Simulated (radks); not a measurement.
Results of a calculation; reference values are marked as such.
Trend from Zr3+ to Cd3+: ionisation energy by Delta-SCF between NIST ground configurations, and size. Level of theory: scalar-relativistic Kohn-Sham, r2SCAN, spin-unpolarised, spherical densities, finite nucleus; meta-GGA in the generalised Kohn-Sham scheme; Fermi nuclear charge, rms radius of each element as measured or else 0.836 A^(1/3) + 0.57 fm (a radial shooting solver on a logarithmic mesh with Libxc functionals).

species  configuration  configuration of the ion  IE (eV)  NIST (eV)       kind  outermost  <r> outermost (bohr)  r at 0.001 e/bohr^3 (bohr)
Zr3+          [Kr] 4d1                      [Kr]   33.527     34.418       exp.         4d                  1.82                        3.23
Nb3+          [Kr] 4d2                  [Kr] 4d1   36.439      37.61       exp.         4d                  1.70                        3.28
Mo3+          [Kr] 4d3                  [Kr] 4d2   39.183       40.3  semi-emp.         4d                  1.60                        3.28
Tc3+          [Kr] 4d4                  [Kr] 4d3   41.838         41     theory         4d                  1.51                        3.25
Ru3+          [Kr] 4d5                  [Kr] 4d4   44.430         45     theory         4d                  1.43                        3.21
Rh3+          [Kr] 4d6                  [Kr] 4d5   46.974         42     theory         4d                  1.36                        3.16
Pd3+          [Kr] 4d7                  [Kr] 4d6   49.481         46     theory         4d                  1.30                        3.11
Ag3+          [Kr] 4d8                  [Kr] 4d7   51.958         49     theory         4d                  1.24                        3.06
Cd3+          [Kr] 4d9                  [Kr] 4d8   54.410         51     theory         4d                  1.19                        3.01

Reference values: NIST Atomic Spectra Database (exp. = measured, semi-emp. = semi-empirical, theory = theoretical value adopted there). Spin polarisation and multiplet splitting are left out, so open shells lie too high by an amount that depends on their filling.

Beside tabulated values, note that spin-unpolarised runs miss the spin-polarisation part of the exchange energy of open shells.
